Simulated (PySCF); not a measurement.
Level of theory: PySCF with TPSSh-D3(BJ)/def2-TZVP. All species are isolated molecules in the gas phase. 

Reference species (SMILES): `[Cl][Al][Br]` (neutral, multiplicity 2).

```yaml
dipole_moment: 1.39 D
```

Changed species: `[Al]([Br])[Br]` (radical fragment; the reference has radical fragment).

Task: What does the change do to the dipole moment?

Result: the dipole moment falls by 0.06 D, to 1.33 D.
